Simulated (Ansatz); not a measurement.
Born–Oppenheimer molecular dynamics of ClH5O2Sn (9 atoms, charge 0, multiplicity 1). It starts at the highest image of a converged band, a first-order saddle point between two minima.

These are results of Ansatz, RKS BHLYP-D4/def2-SVP, not measurements.

```
ensemble                      : NVE (velocity Verlet)
time step                     : 0.5 fs
steps asked                   : 200
starting velocities drawn for : 100 K
seed                          : 9532
```

First frame:

```xyz
9
Properties=species:S:1:pos:R:3
Sn -0.172 -0.121 -0.193
O -0.009 -0.052 1.886
H -0.762 0.079 2.463
O 1.649 -0.511 -0.736
H 2.233 0.153 -0.356
H -0.866 1.344 -0.669
H -1.081 -1.533 -0.428
Cl 1.819 1.863 1.399
H 0.813 0.800 1.935
```

Question: How far do the bonds stretch over the last three quarters of this one trajectory? (Pairs bonded in most of those frames.)

Answer: 
```csv
bond,mean (Å),spread (Å),shortest,longest
Sn1–O2,1.995,0.015,1.97,2.02
Sn1–O4,1.958,0.010,1.95,1.97
Sn1–H6,1.694,0.004,1.69,1.70
Sn1–H7,1.698,0.022,1.66,1.73
O2–H3,0.957,0.008,0.94,0.97
O4–H5,0.957,0.006,0.95,0.97
Cl8–H9,1.309,0.031,1.26,1.37
```

Mean temperature of the second half: 165 K. The conserved energy stayed within 0.04 meV per atom of its start (net change 0.0076 meV per atom), so the integration is sound. The kinetic energy rose, since the run started high on the potential surface and went downhill. It ends in pieces (ClH + H4O2Sn), so much of that is their flight and rotation, not heat. A run of 0.1 ps of so small a system gives no equilibrium averages. The orbitals stay closed-shell, which can raise the energy where a bond breaks towards radicals; this wasn't checked here.

Run time: 5.1 min on 2 threads of Intel(R) Xeon(R) 6975P-C (Granite Rapids) (shared host), peak memory 0.25 GiB.
